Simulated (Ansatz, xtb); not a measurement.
## SiN2H4ClF (SMILES N[Si](N)(F)Cl): methods side by side

The species is SiN2H4ClF (9 atoms), meant as a singlet with charge 0. SMILES: `N[Si](N)(F)Cl`. The coordinates come from a PBE0-D4/def2-TZVP relaxation. This is one conformer, not always the lowest.

```xyz
9

N    -1.1034    0.5126   -0.8024
Si    0.4137   -0.0079   -0.2761
N     0.2782   -0.6779    1.2629
F     0.9217   -0.9823   -1.4292
Cl    1.8903    1.4111   -0.1270
H    -1.6558    1.1317   -0.2331
H    -1.2874    0.6345   -1.7845
H    -0.4239   -1.3677    1.4719
H     1.0550   -0.7004    1.9005
```

Each level gives the energy change with the N3–H8 bond stretched from 1.006 to 1.157 Å (eV). The values are calculated.

```json
{"level": "GFN1-xTB", "kind": "semi-empirical", "program": "xtb", "value (eV)": "0.35"}
{"level": "HF/6-31G* (spherical functions) (restricted)", "kind": "Hartree–Fock", "program": "Ansatz", "value (eV)": "0.47"}
{"level": "SVWN5/6-31G* (spherical functions) (restricted)", "kind": "LDA", "program": "Ansatz", "value (eV)": "0.31"}
{"level": "PBE/6-31G* (spherical functions) (restricted)", "kind": "GGA", "program": "Ansatz", "value (eV)": "0.31"}
{"level": "r2SCAN/6-31G* (spherical functions) (restricted)", "kind": "meta-GGA", "program": "Ansatz", "value (eV)": "0.36"}
{"level": "r2SCAN0/6-31G* (spherical functions) (restricted)", "kind": "hybrid meta-GGA", "program": "Ansatz", "value (eV)": "0.40"}
{"level": "wB97M-V/6-31G* (spherical functions) (restricted)", "kind": "range-separated hybrid", "program": "Ansatz", "value (eV)": "0.37"}
{"level": "B2PLYP/6-31G* (spherical functions) (restricted)", "kind": "double hybrid", "program": "Ansatz", "value (eV)": "0.37"}
{"level": "RPA@PBE/6-31G* (spherical functions) (restricted)", "kind": "RPA", "program": "Ansatz", "value (eV)": "0.31"}
```

The first shape isn't each level's own minimum. The values span 0.31 to 0.47 eV.
